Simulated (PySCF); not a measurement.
# Complete the spectrum of C4H11NOSi

Species: C₄H₁₁NOSi.
InChI=1S/C4H11NOSi/c1-5(2)4(6)7-3/h7H2,1-3H3

The calculation used TDDFT wB97X-D/def2-SVPD, vertical, gas phase, core orbitals frozen in the response in PySCF. Isolated species at its PBE0-D3(BJ)/def2-SVP geometry (one conformer only). Torsions of this conformer, `[CH3:1][SiH2:2][C:3](=[O:4])[N:5]([CH3:6])[CH3:7]`: C1–Si2–C3–O4 3°, Si2–C3–N5–C6 180°.

Orbital energies (eV): HOMO-3 -11.27, HOMO-2 -11.04, HOMO-1 -8.95, HOMO -8.81, LUMO 1.71, LUMO+1 2.06, LUMO+2 2.23.

Lowest singlets, with some entries withheld (?).

```
state  ν̃ (cm⁻¹)  f  main configurations (H = HOMO, L = LUMO)
   S1      39700  ?                                 H→L (95%)
   S2      51810  ?                               H-1→L (91%)
   S3      55360  ?                  H→L+1 (72%), H→L+3 (13%)
   S4      55690  ?              H-1→L+1 (66%), H-1→L+2 (22%)
   S5      59820  ?                   H→L+2 (73%), H→L+1 (8%)
   S6      60020  ?              H-1→L+2 (63%), H-1→L+1 (14%)
   S7      63720  ?     H→L+3 (42%), H→L+4 (32%), H→L+1 (11%)
   S8      65040  ?              H-1→L+3 (71%), H-1→L+1 (11%)
   S9      65440  ?                  H→L+4 (46%), H→L+3 (36%)
  S10      65880  ?                             H-1→L+4 (89%)
```

What stands in place of each question mark?

- S1: f = 0.0031
- S2: f = 0.202
- S3: f = 0.0098
- S4: f = 0.029
- S5: f = 0.0072
- S6: f = 0.0006
- S7: f = 0.166
- S8: f = 0.0001
- S9: f = 0.0097
- S10: f = 0.011

Where do the lowest triplets lie (Tamm–Dancoff)?

T1 4.35 eV, H→L (96%); T2 4.70 eV, H-1→L (92%); T3 6.73 eV, H→L+1 (65%), H→L+2 (16%), H→L+3 (9%); T4 6.88 eV, H-1→L+1 (64%), H-1→L+2 (24%). E(S1) − E(T1) = +0.58 eV.

What is the vertical ionisation energy by ΔSCF at this level?

8.89 eV; −ε(HOMO) is 8.81 eV.

How far apart are S3 and S10, in eV and cm⁻¹?

8.168 − 6.863 = 1.305 eV, or about 10520 cm⁻¹.
